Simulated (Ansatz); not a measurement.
# Worked example: C2H5BrSi + SnH3 → C2H5Si + SnH3Br

Species: C2H5BrSi `C=C[SiH2]Br`, singlet; SnH3 `[SnH3]`, doublet; C2H5Si `C=C[SiH2]`, doublet; SnH3Br `[Br][SnH3]`, singlet. A radical takes Br: the energy is the difference in strength between the Si–Br bond broken and the Sn–Br bond made.

Shapes, held fixed at every level: PBE0-D4/def2-TZVP. Flexible molecules stand in one conformer, not always the lowest. Programs: Ansatz 0.2.0. The zero-point and thermal change to 298 K, harmonic and unscaled (PBE0-D4/def2-TZVP), is -1.3 kJ/mol.

At B2PLYP/def2-TZVPP; 1 Eh = 2625.50 kJ/mol:

| species | energy (Eh) |
| --- | --- |
| C2H5BrSi | -2942.352603 |
| SnH3 | -215.824006 |
| C2H5Si | -368.473002 |
| SnH3Br | -2789.683420 |

Task: Work out ΔH(298 K) of the reaction at this level.

Result: 
1. Products less reactants: (-368.473002) + (-2789.683420) − [(-2942.352603) + (-215.824006)] = 0.020187 Eh = +53.0 kJ/mol.
2. With the thermal change: +53.0 + (-1.3) = +51.7 kJ/mol.

Other levels give +40.6 (HF/def2-TZVPP) to +51.2 kJ/mol (wB97X-V/def2-TZVPP). No measured value is set beside it here. Spin contamination: C2H5Si (⟨S²⟩ up to 0.90). Open shells run unrestricted. For atoms past krypton def2 sets carry core potentials with scalar relativity. Relativity is left out for Br. Outer-core shells of Br, Sn are correlated, in sets that cover them unevenly.
